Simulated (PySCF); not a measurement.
C3H3 (SMILES C#C[CH2]), doublet, geometry from GFN2-xTB. Base run: BLYP/3-21G in PySCF.

PySCF was given this input:
```python
from pyscf import gto, scf, dft

mol = gto.Mole()
mol.atom = '''
    C     0.00115726    0.01003220    0.11038988
    C     0.01388675    0.12038277    1.32463807
    C    -0.01295680   -0.11232118   -1.23593195
    H     0.02483153    0.21526197    2.36864642
    H     0.90225786   -0.24555186   -1.78366465
    H    -0.93961264   -0.07827287   -1.77955781
'''
mol.basis = '3-21g'
mol.spin = 1
mol.verbose = 4
mol.build()

mf = dft.UKS(mol)
mf.xc = 'blyp'
mf.kernel()
```

The base run was repeated with changes; each row names its change, and settings that it needs were set with it.

```csv
change,ΔE vs base (µEh),fitting functions,dipole (D)
base,0.0,-,0.03
auxbasis = cc-pvdz-jkfit,-111,279,0.03
auxbasis = cc-pvtz-jkfit,-70.6,327,0.03
auxbasis = even-tempered beta=1.6,-1766,273,0.04
auxbasis = def2-universal-jfit,-223,180,0.03
auxbasis = cc-pvqz-jkfit,-45.4,471,0.03
auxbasis = cc-pvtz-ri,-217,333,0.03
auxbasis = even-tempered beta=3.0,-3038,123,0.04
auxbasis = even-tempered beta=2.0,-2003,192,0.04
auxbasis = def2-universal-jkfit,-152,279,0.03
```

A fitting set is made for a task (jfit for Coulomb, jkfit for Coulomb and exchange, ri for correlation) and for a family of orbital bases.

Open shells are given as the SCF converged; they aren't shown to be the lowest states, and a large step between rows can be another state.
